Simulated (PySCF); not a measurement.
C3H8OSi, SMILES [SiH]1(O)CCC1. Atoms are numbered in the order given.

```xyz
13

O      1.9097     0.8205    -0.2855
Si     0.5272     0.1552     0.4106
C     -1.1499     0.8603    -0.1126
C     -1.6450    -0.6231    -0.1424
C     -0.2931    -1.3815    -0.3480
H      2.7061     0.8075     0.2712
H      0.7252     0.0529     1.9063
H     -1.7222     1.5699     0.5153
H     -1.0826     1.2750    -1.1407
H     -2.0873    -0.8948     0.8393
H     -2.4169    -0.8372    -0.9118
H     -0.0427    -1.4549    -1.4276
H     -0.2104    -2.3899     0.1013
```
Charge 0, spin multiplicity 1.

The structure is a stationary point at PBE-D3(BJ)/def2-SVP. One conformer was computed; it need not be the lowest.

Level of theory: PBE/pcSseg-1 run with PySCF.

GIAO shieldings, no solvent; atoms listed in one row are averaged. δ = σ(ref) − σ: ¹⁷O against H2O (σ = 334.3 ppm); ²⁹Si against TMS (σ = 335.4 ppm); ¹³C against TMS (σ = 182.0 ppm); ¹H against TMS (σ = 31.49 ppm), references at their B3LYP-D3(BJ)/def2-TZVP geometries, non-relativistic.

```tsv
nucleus	atoms	count	δ (ppm)
¹⁷O	O1	1	64.2
²⁹Si	Si2	1	8.0
¹³C	C5	1	29.6
¹³C	C3	1	28.0
¹³C	C4	1	19.5
¹H	H7	1	5.93
¹H	H11	1	2.60
¹H	H6	1	2.44
¹H	H9	1	2.07
¹H	H12	1	1.99
¹H	H8	1	1.95
¹H	H10	1	1.90
¹H	H13	1	1.89
```
